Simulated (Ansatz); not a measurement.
Input file for `N[SiH](Cl)BF`:

```yaml
crystal:
  periodic: [false, false, false]
  atoms:
    - {symbol: N, position_ang: [0.955409, 0.985322, 0.741103]}
    - {symbol: Si, position_ang: [0.439671, -0.475506, 0.036028]}
    - {symbol: Cl, position_ang: [1.242885, -0.891560, -1.848326]}
    - {symbol: B, position_ang: [-1.549939, -0.414584, -0.357558]}
    - {symbol: F, position_ang: [-2.139591, 0.764049, -0.478820]}
    - {symbol: H, position_ang: [0.592001, 1.865300, 0.411116]}
    - {symbol: H, position_ang: [1.882625, 1.088713, 1.120887]}
    - {symbol: H, position_ang: [0.904665, -1.586744, 0.898794]}
    - {symbol: H, position_ang: [-2.239225, -1.381489, -0.540225]}
basis:
  gaussian: {orbitals: def2-TZVPP}
correlation: {method: ccsd_t}
output: {orbitals: {seedname: orbitals}}
```

```sh
$ ansatz run in.yaml --threads 4 --pin off --events-out ev --progress --plain --max-ram 10444MiB
```

Log, shortened:

```
Functional definition: HF
1394 factors; integrals over basis functions are off by at most 1.1e-3 eV
mean field evaluation 1: about -25290.8499 eV, gradient 4.1e1 eV
mean field evaluation 2: about -25291.0655 eV, gradient 4.1e1 eV
mean field evaluation 4: about -25294.7140 eV, gradient 3.5e0 eV
mean field evaluation 8: about -25294.7721 eV, gradient 2.4e-1 eV
mean field -25294.77232293 eV, -929.5657374551 hartree, gradient 3.0e-6 eV, S^2 0.000000; 0 other end points of the search recorded, 0 dependent functions left out
13 core orbitals not correlated: weight in the atoms' cores, before any rotation towards them, 1.000 or more for the frozen orbitals, at most 0.000 for the correlated occupied ones
reference -25294.77232293 eV, -929.5657374551 hartree; 15, 15 occupied and 205, 205 virtual orbitals, 1394 factors
second order -23.49099127 eV of doubles, -0.00000000 eV of singles
cycle   1  -24.07523610 eV  change   -5.8e-1 eV  update   1.0e-1
cycle   2  -24.59447313 eV  change   -5.2e-1 eV  update   3.0e-2
cycle   3  -24.72030266 eV  change   -1.3e-1 eV  update   1.7e-2
cycle   4  -24.70716624 eV  change    1.3e-2 eV  update   4.3e-3
cycle   5  -24.70470730 eV  change    2.5e-3 eV  update   2.0e-3
cycle   6  -24.70564571 eV  change   -9.4e-4 eV  update   6.4e-4
cycle   7  -24.70539651 eV  change    2.5e-4 eV  update   2.2e-4
cycle   8  -24.70533860 eV  change    5.8e-5 eV  update   7.9e-5
cycle   9  -24.70537968 eV  change   -4.1e-5 eV  update   3.3e-5
cycle  10  -24.70537385 eV  change    5.8e-6 eV  update   1.3e-5
perturbative correction -0.90433316 eV, -0.0332336306 hartree
Total energy: -25320.38202993 eV, -930.5068768286 hartree
```

Hardware: 4 threads of an AMD EPYC 7571 on a shared host. Wall time 4.5 min, peak host memory 4.1 GiB.

Correlation energy per correlated electron: -0.854 eV. T1 diagnostic: 0.0121.
